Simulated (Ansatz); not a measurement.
`[SiH3][SiH]1NCN1`, relaxed with RKS PBE-D4/def2-SVP in Ansatz from a rough embedded geometry. The force threshold is 0.03 eV/Å; the program also tests the step.

The species carries charge 0 and has multiplicity 1.

Start:

```xyz
13

Si   -1.203    1.766   -0.499
Si   -0.678   -0.257    0.276
N     0.303   -1.213   -0.716
C     1.571   -0.806   -0.020
N     0.792   -0.439    1.148
H    -0.056    2.533   -1.070
H    -2.284    1.732   -1.508
H    -1.731    2.662    0.654
H    -1.755   -1.119    0.923
H     0.094   -2.220   -0.440
H     1.986    0.107   -0.566
H     2.309   -1.538    0.082
H     0.652   -1.207    1.737
```

| step | energy (eV) | largest force (eV/Å) | largest move (Å) |
| --- | --- | --- | --- |
| 1 | -19879.2479 | 6.766 | 0.000 |
| 2 | -19880.7019 | 1.419 | 0.195 |
| 3 | -19880.8012 | 0.787 | 0.200 |
| 4 | -19880.9054 | 0.456 | 0.136 |
| 5 | -19880.9715 | 0.558 | 0.200 |
| 6 | -19881.0256 | 0.895 | 0.198 |
| 7 | -19881.0687 | 0.670 | 0.119 |
| 8 | -19881.1523 | 0.541 | 0.200 |
| 9 | -19881.1902 | 0.248 | 0.200 |
| 10 | -19881.1986 | 0.298 | 0.130 |
| 11 | -19881.2041 | 0.106 | 0.048 |
| 12 | -19881.2047 | 0.015 | 0.010 |

End:

```xyz
13

Si   -1.447    1.845   -0.434
Si   -0.596   -0.242    0.258
N     0.452   -1.072   -0.887
C     1.540   -1.143    0.105
N     0.957   -0.211    1.087
H    -0.360    2.669   -1.070
H    -2.563    1.662   -1.434
H    -2.010    2.609    0.740
H    -1.729   -1.037    0.896
H     0.307   -1.841   -1.539
H     2.520   -0.783   -0.303
H     1.707   -2.175    0.513
H     1.222   -0.281    2.069
```

Hardware: 4 threads of an Arm Neoverse V2 on a shared host. Wall time 16 s, peak host memory 0.17 GiB.
